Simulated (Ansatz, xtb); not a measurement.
Ranking isomers of CH10SeSi3

3 gas-phase structures of CH10SeSi3, from a drawn sample of its isomers (lower ones may exist). Each was relaxed with GFN2-xTB; where two conformers were screened, the lower at r2SCAN-D4/def2-SVP is listed:

A. `[SiH3]C[SiH2][Se][SiH3]`, a singlet
B. `[SiH3][Se]C([SiH3])[SiH3]`, a singlet
C. `[SiH3][SiH2]C[Se][SiH3]`, a singlet

Q: Which do you expect lowest at r2SCAN-D4/def2-SVP, and how would the others follow?

A: Calculated order at r2SCAN-D4/def2-SVP: A (0.0), C (28.3), B (28.4) kcal/mol. Less than 1 kcal/mol parts C and B, so the order within that pair means little.

Energies above the lowest of each column, in kcal/mol; the last columns are at PBE-D3(BJ)/def2-SVP geometries:

```json
{"structure": "A", "GFN2-xTB": "0.0", "HF/STO-3G": "0.0", "r2SCAN-D4/def2-SVP": "0.0", "PBE-D3(BJ)/def2-SVP": "0.0", "CCSD(T)/def2-SVP + ΔMP2/def2-TZVPP": "0.0"}
{"structure": "C", "GFN2-xTB": "28.9", "HF/STO-3G": "24.5", "r2SCAN-D4/def2-SVP": "28.3", "PBE-D3(BJ)/def2-SVP": "24.4", "CCSD(T)/def2-SVP + ΔMP2/def2-TZVPP": "28.4"}
{"structure": "B", "GFN2-xTB": "24.3", "HF/STO-3G": "30.3", "r2SCAN-D4/def2-SVP": "28.4", "PBE-D3(BJ)/def2-SVP": "27.5", "CCSD(T)/def2-SVP + ΔMP2/def2-TZVPP": "27.1"}
```

Every level run on A puts it lowest or level with the lowest. CCSD(T)/def2-SVP + ΔMP2/def2-TZVPP orders those it was run on as A (0.0), B (27.1), C (28.4) kcal/mol. Flexible structures stand in one conformer each, not always the lowest. ΔMP2 is the change of the MP2 energy from the smaller to the larger basis.

Programs: Ansatz 0.2.0, xtb 6.7.1.
